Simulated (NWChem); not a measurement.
The numbers come from NWChem runs, not from measurements. System: CH$_{2}$N, charge 0, spin multiplicity 2, at a geometry optimised with UPBE0/def2-SVP. The structure started from a generated list of species. Its SCF solution wasn't tested for a lower state. Level: G0W0@UPBE/def2-TZVP, RI basis def2-tzvp-rifit.

Input file:

```
start mol
memory heap 200 mb stack 700 mb global 1700 mb
geometry units angstroms nocenter noautoz
  C      0.000000     0.000000    -0.502095
  N      0.000000     0.000000     0.740233
  H     -0.943460     0.000000    -1.084532
  H      0.943460     0.000000    -1.084532
  symmetry group C2v
end
basis spherical
  * library def2-tzvp
end
basis "ri basis" bse spherical
  * library def2-tzvp-rifit
end
dft
  xc xpbe96 cpbe96
  odft
  mult 2
  iterations 100
  direct
  tolerances tight
end
task dft energy
gw
  states alpha occ 4 vir 2
  states beta occ 4 vir 2
end
task dft gw
```

Part of the output:

```
             Northwest Computational Chemistry Package (NWChem) 7.3.0
             --------------------------------------------------------

                                NWChem Input Module
                                -------------------

 Scaling coordinates for geometry "geometry" by  1.889725989
 (inverse scale =  0.529177249)

 Turning off AUTOSYM since
 SYMMETRY directive was detected!

                             Geometry "geometry" -> ""
                             -------------------------

 Output coordinates in angstroms (scale by  1.889725989 to convert to a.u.)

  No.       Tag          Charge          X              Y              Z
 ---- ---------------- ---------- -------------- -------------- --------------
    1 C                    6.0000     0.00000000     0.00000000    -0.50209500
    2 N                    7.0000     0.00000000     0.00000000     0.74023300
    3 H                    1.0000    -0.94346000     0.00000000    -1.08453200
    4 H                    1.0000     0.94346000     0.00000000    -1.08453200

 Effective nuclear repulsion energy (a.u.)      27.5042761152

            Nuclear Dipole moment (a.u.)
            ----------------------------
        X                 Y               Z
 ---------------- ---------------- ----------------
     0.0000000000     0.0000000000    -0.0000056692

      Symmetry information
      --------------------

 Group name             C2v
 Group number             16
 Group order               4
 No. of unique centers     3

      Symmetry unique atoms

     1    2    3


 Summary of "ao basis" -> "" (spherical)
 ------------------------------------------------------------------------------
       Tag                 Description            Shells   Functions and Types
 ---------------- ------------------------------  ------  ---------------------
 *                         def2-tzvp                  on all atoms

 new library libraries.bse/

 Summary of "ri basis" -> "" (spherical)
 ------------------------------------------------------------------------------
       Tag                 Description            Shells   Functions and Types
[...]
     2   2 0 0     -8.280924     -8.400435     -6.237817      6.357328
     2   1 1 0     -0.000000     -0.000000     -0.000000      0.000000
     2   1 0 1     -0.000000     -0.000000      0.000000      0.000000
     2   0 2 0     -9.582794     -5.003785     -4.579009      0.000000
     2   0 1 1     -0.000000     -0.000000      0.000000      0.000000
     2   0 0 2     -9.642251    -20.193409    -16.948287     27.499445

 Task  times  cpu:        3.1s     wall:        3.1s

                                NWChem Input Module
                                -------------------

                                 NWChem GW Module
                                 ----------------

                             ***********************
                             ***        GW       ***
                             ***********************

 Summary of "ri basis" -> "ri basis" (spherical)
 ------------------------------------------------------------------------------
       Tag                 Description            Shells   Functions and Types
 ---------------- ------------------------------  ------  ---------------------
 C                      def2-tzvp-rifit             22       76   8s6p4d3f1g
 N                      def2-tzvp-rifit             22       76   8s6p4d3f1g
 H                      def2-tzvp-rifit              7       15   4s2p1d

                 Memory Information
                 ------------------
          Available GA per process is          1699.9 MBs
          Available stack per process is        700.0 MBs
          Available heap per process is           0.0 MBs

          Peak memory in Initialization
              Peak GA per process is                  2.3 MBs
              Peak stack per process is               0.1 MBs
              Peak heap per process is                2.4 MBs
              Memory not in MA per process            0.0 MBs

          Peak memory in AFF Calculation
              Peak GA per process is                 10.9 MBs
              Peak stack per process is               7.6 MBs
              Peak heap per process is                0.0 MBs
              Memory not in MA per process            7.6 MBs

          Computing 2-center integrals
          Computing Inverse Cholesky factor
          Computing 3-center integrals
          Computing V_xc ...

          Computing Sigma_x
          Computing RPA polarizability
          Solving quasiparticle equations

                  Alpha Orbitals
          State     Energy (eV)     Error (eV)
          -----------------------------------
@GW         5        -15.350           0.000
@GW         6        -13.185           0.005
@GW         7        -12.584           0.003
@GW         8         -9.717           0.002
@GW         9          2.028           0.002
@GW        10          3.609           0.002

                   Beta Orbitals
          State     Energy (eV)     Error (eV)
          -----------------------------------
@GW         4        -18.136           0.004
@GW         5        -15.645           0.004
@GW         6        -12.220           0.002
@GW         7        -12.198           0.002
@GW         8         -0.456           0.002
@GW         9          2.406           0.002

   Applying  -3.6025 eV scissor-shift to rest of particle states

   Applying   3.7426 eV scissor-shift to rest of hole states

   Applying  -3.7331 eV scissor-shift to rest of particle states

   Applying   3.3954 eV scissor-shift to rest of hole states

     GW Timing Statistics
   ------------------------
   Init.   :          0.0s
     ERIs  :          0.2s
     Distr.:          0.0s
     Vxc   :          0.1s
   Sigma_x :          0.0s
   RPA     :          0.2s
   Wmn     :          0.0s
   Sigma_c :          0.0s
   GW total:          0.6s

 Task  times  cpu:        0.6s     wall:        0.6s

 Total times  cpu:        3.7s     wall:        3.7s
```
